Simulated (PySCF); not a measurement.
Computed shifts of a molecule C3H9Ga, KT2/pcSseg-1 run with PySCF, GIAO, gas phase, atoms alike by connectivity averaged where their shifts nearly agree, in ppm (number of nuclei): ¹H: 6.95 (2), 2.00 (2), 1.35 (3), 1.27 (2). ¹³C: 32.1 (1), 27.9 (1), 23.5 (1). References: ¹H against TMS (σ = 31.47 ppm); ¹³C against TMS (σ = 185.1 ppm), references at their B3LYP-D3(BJ)/def2-TZVP geometries, non-relativistic. Geometry: PBE0-D3(BJ)/def2-SVP. The values are those of a single conformer.

Q: Which structure fits?
A) [CH3][Ga]([CH3])[CH3]
B) C[CH2][GaH][CH3]
C) CC[CH2][GaH2]
D) C[CH](C)[GaH2]

A: C, CC[CH2][GaH2]
